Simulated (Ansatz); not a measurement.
`C=CC(=C)CF` + `B[SiH2][SiH3]` → `C=CB[SiH2][SiH3]` + `C=CCF`  (formal exchange of groups at a C–C bond)

Program: Ansatz. Geometries: PBE0-D4/def2-TZVP. ΔE: electronic, gas phase. CBS: MP2 limit from def2 TZ/QZ plus the TZ coupled-cluster correction, frozen cores. This one scheme is used for every species. Functionals use def2-TZVPP. B3LYP here is the variant with VWN-RPA as its local correlation; programs differ in this. Each species was taken in one conformer, which may not be the lowest.

| level | ΔE (kJ/mol) |
| --- | --- |
| PBE0-D4 | -35.7 |
| ωB97X-V | -35.8 |
| ωB97M-V | -38.2 |
| B2PLYP | -38.0 |
| B3LYP | -39.8 |
| SCS-MP2/def2-TZVPP | -34.6 |
| CCSD(T)/def2-TZVPP | -35.1 |
| CCSD/CBS(def2) | -36.3 |

Problem. What does CCSD(T)/CBS give? (Estimate.)

Solution. Ansatz gave: -35.5 kJ/mol. The listed levels differ from it by -0.2, -0.3, -2.7, -2.5, -4.3, 0.9, 0.4, -0.8 kJ/mol.

Largest T1 diagnostic among the species: 0.014.

In def2-TZVPP, CCSD(T) changes the Hartree–Fock value by +4.8 kJ/mol (the triples alone add +0.8 kJ/mol) and MP2 by +6.4 kJ/mol. The D4 term adds +3.0 kJ/mol with B3LYP and +1.5 kJ/mol with PBE0; it sums over pairs of atoms, weighted by their polarisabilities, and B3LYP, whose exchange is more repulsive, gets the larger term.
